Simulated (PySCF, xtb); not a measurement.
Ti(Cl)2(O) cation (Cl₂OTi), SMILES [Ti](=[O])([Cl])[Cl] (connectivity only; charge and spin as stated), charge +1, multiplicity 2.

Harmonic wavenumbers (cm⁻¹) from GFN2-xTB (xtb) at its own minimum, in rising order: 120, 121, 169, 343, 366, 846.

What does PySCF 2.14.0 with PBE-D3(BJ)/def2-SVP give at its own minimum? (An estimate is asked for; the answer gives what the named calculation found.)

143, 156, 192, 314, 402, 1120. Paired by order, the mean absolute difference is 70 cm⁻¹ and the zero-point energies are 2.8 and 3.3 kcal/mol.
